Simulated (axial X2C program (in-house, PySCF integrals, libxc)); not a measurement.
# NaAu: from the spin-free to the two-component result

All values were computed with an axial X2C code built on PySCF integrals. Spin-free means the one-electron spin-free X2C Hamiltonian; two-component (2c) means X2C with spin–orbit coupling and atomic mean-field two-electron Coulomb and Gaunt terms, so the difference of the two also holds small scalar two-electron terms. Basis: Au dyall-cv3z [13s14p9d6f4g], Na dyall-cv3z [9s8p5d2f] (cores contracted in-house); Gaussian nuclei, density fitting, unrestricted open shells. Masses: Au 196.967 u, Na 22.990 u.

Spin-free state: M_S = 0, Λ = 0 (closed shell); fragments Au + Na.

```
  level  Re (Å)  ωe (cm⁻¹)  De (eV)  μ (D)
     HF   2.682      212.8    0.955   6.55
    MP2   2.592      250.8    2.554    n/a
   CCSD   2.623      235.7    2.411    n/a
CCSD(T)   2.621      238.2    2.562    n/a
```

Correlated methods: 12 electrons correlated (number of frozen shells: Au 5 s, 4 p, 2 d, 1 f; Na 2 s, 1 p), 310 virtual spin orbitals or spinors in MP2, 90 natural virtuals in coupled cluster.

Dipoles are positive if Na is the positive end.

Two-component determinant lowest at the distance of the search:

Ω = 0 (closed shell); fragments Au + Na.

```json
{"level": "HF", "Re (Å)": "2.681", "ωe (cm⁻¹)": "213.7", "De (eV)": "0.974", "μ (D)": "6.58"}
{"level": "MP2", "Re (Å)": "2.593", "ωe (cm⁻¹)": "250.9", "De (eV)": "2.575", "μ (D)": "n/a"}
{"level": "CCSD", "Re (Å)": "2.623", "ωe (cm⁻¹)": "237.0", "De (eV)": "2.438", "μ (D)": "n/a"}
{"level": "CCSD(T)", "Re (Å)": "2.621", "ωe (cm⁻¹)": "239.5", "De (eV)": "2.579", "μ (D)": "n/a"}
```

Task: From the two tables, how do the constants change at the CCSD(T) level (2c against spin-free)?

Result: At the CCSD(T) level Re is unchanged within 0.001 Å and ωe goes up by 1.3 cm⁻¹; De changes by 0.017 eV.

The state is a single determinant with fixed occupations, the lowest that a limited PBE0 search found. Closed shells are restricted here (equal orbitals for both partners); the stretched side of such a curve lies too high. Dissociation energies refer to the lowest single-determinant-based atoms at the same level and basis. CCSD and (T) use frozen natural virtuals with an MP2 correction for the truncation; (T) itself is uncorrected, so its De runs slightly low. The T1 diagnostic is large, a sign of multireference character. With the outer-core shells frozen, correlated bond lengths of heavy atoms tend to come out a few hundredths of an ångström too long.
